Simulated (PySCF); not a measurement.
Structure problem from calculated spectra and properties.

Elements present: Al, B, C and H. Monoisotopic mass: 124.1004 u.

* UV, first state: lowest singlet excitation: 4.34 eV (286 nm, f = 0.009) [TDDFT B3LYP/def2-SVPD]
* NMR, other nuclei: isotropic shieldings of nuclei other than C and H, by class: 31 (1 B), 241 (1 Al) ppm [GIAO PBE0/pcSseg-1]
* Valence photoelectron: vertical ionisation energy: 8.77 eV [ΔSCF B3LYP/def2-SVPD]
* UV, strongest line: among the 10 lowest singlet transitions: S6 at 6.41 eV (193 nm, f = 0.109) [TDDFT B3LYP/def2-SVPD]
* 13C NMR: chemical shifts (computed TMS as zero) by class: 71.2 (1 C), 33.3 (1 C), 31.3 (1 C), 13.2 (1 C), 11.4 (2 C) ppm [GIAO PBE0/pcSseg-1]
* Rotational structure: rotational constants A, B, C: 2.726, 1.107, 0.976 GHz [PBE0-D3(BJ)/def2-SVP]
* Triplet: lowest triplet excitation (Tamm–Dancoff): 4.01 eV [TDA B3LYP/def2-SVPD]
* 1H NMR: chemical shifts (computed TMS as zero) by class: 5.66 (1 H), 2.37 (1 H), 2.32 (1 H), 2.10 (1 H), 2.06 (1 H), 1.16 (1 H), 0.77 (1 H), 0.67 (6 H), -0.10 (1 H) ppm [GIAO PBE0/pcSseg-1]
* Polarisability: 113.7 au [B3LYP/def2-SVPD]

Electronic properties: PySCF, gas phase, density fitting. Levels stand in brackets. The structure is a single PBE0-D3(BJ)/def2-SVP conformer in the gas phase; no vibrational or solvent corrections. NMR values are class means; diastereotopic atoms form classes of their own.

Q: Which formula fits the mass and the elements?

A: C6H14AlB (calculated 124.1004). No other formula that holds each of these elements comes within 0.0003 u with a fitting electron parity and a possible valence count.

Q: Propose a structure and show how it fits.

A: Numbering: `[CH3:1][B:2]([CH3:3])[C@H:4]1[CH2:5][CH2:6][CH2:7][AlH:8]1`. 6 carbons fall into 5 classes; from least to most shielded: ring sp3 carbon bound to boron [C4] (71.2 ppm), ring CH2 carbon [C5] (33.3 ppm), ring CH2 carbon [C6] (31.3 ppm), ring CH2 carbon [C7] (13.2 ppm), chain sp3 carbon bound to boron [C1/C3] (11.4 ppm, 2 C, up to 5.3 ppm apart in this geometry). Hydrogen classes from least to most shielded: 1 H on an aluminium bonded to 2 C and H, Al8 (5.66 ppm), 1 H on a ring CH2 carbon, C5 (2.37 ppm), 1 H on a ring CH2 carbon, C6 (2.32 ppm), 1 H on a ring CH2 carbon, C5 (2.10 ppm), 1 H on an sp3 carbon bound to boron, C4 (2.06 ppm), 1 H on a ring CH2 carbon, C6 (1.16 ppm), 1 H on a ring CH2 carbon, C7 (0.77 ppm), 6 H on 2 like atoms (sp3 carbon bound to boron), C1/C3 (0.67 ppm, a mean of values up to 0.6 ppm apart in this geometry), 1 H on a ring CH2 carbon, C7 (-0.10 ppm). The other shieldings belong to: 31 ppm, three-coordinate boron [B2]; 241 ppm, aluminium bonded to 2 C and H [Al8]. S1 is mainly HOMO→LUMO (weight 0.99); the largest Löwdin shares of the orbital it empties are 0.33 on an sp3 carbon bound to boron, 0.16 on a ring CH2 carbon, 0.15 on the aluminium bonded to 2 C and H and 0.10 on the three-coordinate boron, of the orbital it fills 0.48 on the aluminium bonded to 2 C and H, 0.10 on the Al–H hydrogen, 0.10 on an sp3 carbon bound to boron and 0.08 on a ring CH2 carbon. The optimised geometry has point group C1 and is an asymmetric top. Structure: `CB(C)[C@H]1CC[CH2][AlH]1`. Computed isomers that give other values at the same levels: `CB(C)[C@@H]1C[CH2][AlH][CH2]1` (rotational constant A: 2.969 GHz; this holds for the one conformer computed). The assignments are read from this structure; whether some other isomer fits the data as well wasn't checked. The mirror image fits equally.
